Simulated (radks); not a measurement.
Values are calculated unless marked as measured or tabulated.
Q: These are the eigenvalues of the occupied orbitals of an atom or ion with whole-number occupations (eV). Code: a radial shooting solver on a logarithmic mesh with Libxc functionals. Model: Dirac Kohn-Sham, LDA (Slater exchange, Perdew-Wang correlation), spin-unpolarised, spherical densities, finite nucleus; Fermi nuclear charge, rms radius of each element as measured or else 0.836 A^(1/3) + 0.57 fm.

| orbital | eigenvalue |
|---|---|
| 1s1/2 | -8244.272 |
| 2s1/2 | -1023.394 |
| 2p1/2 | -900.3304 |
| 2p3/2 | -882.8044 |
| 3s1/2 | -152.1664 |
| 3p1/2 | -114.2460 |
| 3p3/2 | -111.9649 |
| 3d3/2 | -49.2090 |
| 3d5/2 | -48.9311 |

Which element is it, and in what charge state? The configuration may be excited. Open shells, if any, are shared by 2j + 1.

A: Z = 28, nickel, charge +3: Ni3+ in [Ne] 3s2 3p4 3d9. The list shows which subshells hold electrons but not how many an open one holds; the 1s level, -302.97 hartree, gives Z - s = 24.6 by -(Z - s)^2/2, which with screening and relativity narrows Z to a few neighbours, and the depths of the outer levels then fix element, charge and occupations together.
